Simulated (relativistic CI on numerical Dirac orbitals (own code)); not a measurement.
## Calculated levels, Tb63+

These numbers are calculated, not measured: Dirac-Coulomb-Breit CI, separate exchange-only KLI orbitals for each configuration, model QED (radiative potential, 1s self-energy scaled to tabulated hydrogen-like ionisation energies), unscaled Slater integrals (own radial code, finite nucleus).

CI space: 1s2, 1s 2s, 1s 2p, 1s 3s, 1s 3p, 1s 3d, 1s 4s, 1s 4p, 1s 4d, 1s 4f, 1s 5s, 1s 5p, 1s 5d, 1s 5f, 1s 5g, 1s 6s, 1s 6p, 1s 6d, 2s2. Levels of other configurations are missing.

```csv
No.,Configuration,Term,J,E (eV),%,Next component (%),Lifetime (s)
1,1s2,1S,0,0.0,100,,
2,1s 2s,3S,1,44597.7,100,,3.77e-13
3,1s 2p,3P°,1,44695.5,68,32 1P°,1.44e-16
4,1s 2s,1S,0,44715.7,100,,
5,1s 2p,3P°,0,44715.9,100,,
6,1s 2p,3P°,2,45575.4,100,,7.31e-14
7,1s 2p,1P°,1,45618.8,68,32 3P°,7.25e-17
8,1s 3s,3S,1,53131.0,100,,5.86e-15
9,1s 3p,3P°,1,53157.4,68,32 1P°,4.56e-16
10,1s 3s,1S,0,53162.5,100,,6.04e-15
11,1s 3p,3P°,0,53162.8,100,,2.26e-15
12,1s 3p,3P°,2,53419.2,100,,2.87e-15
13,1s 3d,3D,2,53428.5,60,40 1D,8.28e-16
14,1s 3d,3D,1,53431.3,100,,8.50e-16
15,1s 3p,1P°,1,53431.9,68,32 3P°,2.38e-16
16,1s 3d,3D,3,53506.8,100,,9.22e-16
17,1s 3d,1D,2,53509.0,60,40 3D,8.93e-16
18,1s 4s,3S,1,56068.7,100,,8.75e-15
19,1s 4p,3P°,1,56079.4,68,32 1P°,1.06e-15
20,1s 4s,1S,0,56081.5,100,,8.81e-15
21,1s 4p,3P°,0,56081.5,100,,3.91e-15
22,1s 4p,3P°,2,56189.2,100,,4.77e-15
23,1s 4d,3D,2,56193.2,60,40 1D,1.89e-15
24,1s 4d,3D,1,56194.3,100,,1.96e-15
25,1s 4p,1P°,1,56194.5,68,32 3P°,5.58e-16
26,1s 4d,3D,3,56226.3,100,,2.14e-15
27,1s 4f,3F°,3,56226.5,57,43 1F°,4.14e-15
28,1s 4f,3F°,2,56227.1,100,,4.14e-15
29,1s 4d,1D,2,56227.3,60,40 3D,2.05e-15
30,1s 4f,3F°,4,56242.7,100,,4.25e-15
```

Energies count from the lowest computed level; ° marks odd parity; lifetimes are radiative, by E1, M1, E2, M2 decay to levels of this space only; some are left blank where a channel outside the calculation adds to the decay or the decay crosses a small, uncertain gap.

The mean weight of the leading LS term, summed over parents, in these 30 levels is 87 %, and that of the leading jj configuration (from the same eigenvectors) 100 %, so jj coupling describes them better and the LS labels are nominal.

At this charge energies of transitions that change n are usually good to better than 1 %, and those within a shell (Δn = 0) to a few per cent.

LS names give the leading component of a level, which can be under half, so a name can repeat, a term be missing and a line seem to break the LS rules.
